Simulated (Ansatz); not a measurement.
CH5FOSn, SMILES `[CH3][SnH]([OH])[F]`, relaxed with RKS PBE0-D4/def2-TZVP in Ansatz from a PBE-D4/def2-SVP geometry. The force threshold is 0.005 eV/Å; the program also tests the step.

Charge 0, multiplicity 1. Sn: def2 effective core potential.

Start:

```xyz
9

C    -0.909    0.602    0.880
Sn    0.264   -0.743   -0.332
O     2.082   -0.018   -0.760
F    -0.685   -0.840   -2.054
H    -1.922    0.179    1.015
H    -0.421    0.730    1.864
H    -0.982    1.578    0.365
H     0.569   -2.360    0.178
H     2.005    0.872   -1.155
```

Q: By how much does the energy fall, and how many steps does the optimiser take? (Estimate.)

A: Computed: 0.08 eV, in 11 steps, 1 of them rejected.

Q: Which bonds change most? (Best estimate.)

A: Ansatz gave: Sn2–O3 from 2.004 to 1.954 Å; Sn2–F4 from 1.968 to 1.928 Å; C1–Sn2 from 2.157 to 2.120 Å; Sn2–H8 from 1.723 to 1.697 Å.

Q: Give the relaxed structure. (Estimate.)

A: Computed: 
```xyz
9

C    -0.902    0.584    0.872
Sn    0.265   -0.731   -0.312
O     2.035    0.001   -0.700
F    -0.633   -0.767   -2.018
H    -1.884    0.146    1.051
H    -0.405    0.767    1.825
H    -1.021    1.525    0.335
H     0.531   -2.342    0.151
H     2.013    0.818   -1.205
```
